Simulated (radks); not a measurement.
Values are calculated unless marked as measured or tabulated.
Problem. These are the eigenvalues of the occupied orbitals of an atom or ion with whole-number occupations (hartree). Level of theory: scalar-relativistic Kohn-Sham, SCAN, spin-unpolarised, spherical densities, finite nucleus; meta-GGA in the generalised Kohn-Sham scheme; Fermi nuclear charge, rms radius of each element as measured or else 0.836 A^(1/3) + 0.57 fm (a radial shooting solver on a logarithmic mesh with Libxc functionals).

| orbital | eigenvalue |
|---|---|
| 1s | -1165.093 |
| 2s | -179.9208 |
| 2p | -161.4493 |
| 3s | -36.64779 |
| 3p | -30.59195 |
| 3d | -21.46938 |
| 4s | -6.91923 |
| 4p | -5.03292 |
| 4d | -2.27798 |
| 5s | -1.22069 |
| 5p | -0.82369 |

Which element is it, and in what charge state? The configuration may be excited.

Solution. Z = 52, tellurium, charge +2: Te2+ in [Kr] 4d10 5s2 5p2. The list shows which subshells hold electrons but not how many an open one holds; the 1s level, -1165.1 hartree, gives Z - s = 48.3 by -(Z - s)^2/2, which with screening and relativity narrows Z to a few neighbours, and the depths of the outer levels then fix element, charge and occupations together.
